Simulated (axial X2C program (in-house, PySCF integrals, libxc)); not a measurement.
**Worked dissociation energy of LiHf⁺: PBE0, scalar-relativistic**

All values were computed with an in-house all-electron X2C program for linear molecules (integrals from PySCF). Spin-free means the one-electron spin-free X2C Hamiltonian. Basis: Hf dyall-cv3z [13s14p9d7f4g], Li dyall-cv3z [7s8p2d] (cores contracted in-house); Gaussian nuclei, density fitting, unrestricted open shells. Masses: Hf 179.947 u, Li 7.016 u.

Molecular state: M_S = 1, Λ = 2 (beyond evenly filled blocks: σα, δ+α).

| Quantity | Value |
| --- | --- |
| E(Hf) (2M_S = 2, M_L = 0) | -15078.521579 hartree |
| E(Li+) (2M_S = 0, M_L = 0) | -7.263162 hartree |
| E(LiHf⁺) at Re | -15085.827300 hartree |
| ωe | 267.0 cm⁻¹ |

**Question.** Work out De and D0.

**Answer.** De = -15078.521579 + (-7.263162) − (-15085.827300) = 0.04256 hartree = 1.158 eV. The zero-point energy is ωe/2 = 134 cm⁻¹ = 0.017 eV, so D0 = 1.142 eV.

Occupations by symmetry block were frozen at the best pattern of an incomplete PBE0 search. Dissociation energies refer to the lowest single-determinant-based atoms at the same level and basis. Other states lie close and PBE0, whose exact exchange favours high spin, may order them wrongly; the determinant shown need not be the ground state. The nearest other spin-free determinant of the search, M_S = 1, Λ = 1, lies 0.24 eV up at the distance of the search. The functionals have no current-density term, which raises determinants with orbital currents, atoms included.

Each atomic determinant is the lowest at this level and need not be a pure term. Totals compare only within one Hamiltonian and basis.
